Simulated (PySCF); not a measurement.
Compound: C₆H₁₁N₂P.
Geometry (PBE0-D3(BJ)/def2-SVP, Å), atoms numbered from 1 in this order:
```xyz
20
C6H11N2P angstrom
C     -0.503   -0.557    1.402
C     -0.094   -0.050    0.013
C     -0.336   -1.155   -1.024
C     -0.924    1.182   -0.348
C      1.384    0.294    0.030
N      1.782    1.512   -0.269
N      3.105    1.581   -0.193
C      3.774    0.467    0.154
P      2.699   -0.854    0.433
H     -0.343    0.218    2.168
H     -1.569   -0.835    1.411
H      0.081   -1.445    1.693
H     -0.045   -0.820   -2.031
H     -1.402   -1.432   -1.047
H      0.245   -2.060   -0.788
H     -0.650    1.568   -1.340
H     -0.765    1.994    0.376
H     -1.994    0.923   -0.355
H      3.535    2.475   -0.402
H      4.862    0.508    0.221
```

Lines to be assigned: C 1s: 290.19 (area 3), 290.57 (area 1), 290.62 (area 1), 291.09 (area 1) eV; N 1s: 405.08 (area 1), 407.02 (area 1) eV; P 1s: 2149.12 eV; P 2p3/2: 135.61 eV.

The calculation used PySCF 2.14.0, delta-SCF UKS SCAN, pcX-2 on the ionised atom, pcseg-1 elsewhere, spin-free X2C. Isolated species at its PBE0-D3(BJ)/def2-SVP geometry, gas phase.

(1) Order the nitrogen atoms by N 1s binding energy.

## Answers

(1) 405.08 eV: N6 (pyridine-type nitrogen); 407.02 eV: N7 (pyrrole-type nitrogen). The listed N 1s values span 1.94 eV, from N6 (bonded to N (aromatic in the SMILES) and C (aromatic in the SMILES)) to N7 (bonded to N (aromatic in the SMILES), C (aromatic in the SMILES) and H). Summing the Pauling electronegativity differences to the bonded atoms, each weighted by its formal bond order, gives -0.74 for the lowest site and -1.58 for the highest; the largest sum, -0.74, belongs to N6, 1.94 eV below the top. The smallest sum, -1.58, belongs to N7, 1.94 eV above the lowest.

Bonded neighbours of each site: C1/C3/C4: C and 3 H; C2: 4 C; C5: N (aromatic in the SMILES), C and P (aromatic in the SMILES); N6: N (aromatic in the SMILES) and C (aromatic in the SMILES); N7: N (aromatic in the SMILES), C (aromatic in the SMILES) and H; C8: N (aromatic in the SMILES), H and P (aromatic in the SMILES); P9: 2 C (aromatic in the SMILES).

Give the binding energy of C 1s of C1/C3/C4 in hartree and in kJ/mol.

290.19 eV = 10.6643 Eh = 27999 kJ/mol.

One atom of each set of topologically equivalent atoms was ionised and stands for the set; in this conformer not all members are related by symmetry, and their own values weren't computed. Spin–orbit and ligand-field terms were added within each 2p shell after the spin-free SCF. 2p1/2 minus 2p3/2 (ligand field included): P 0.89 eV.
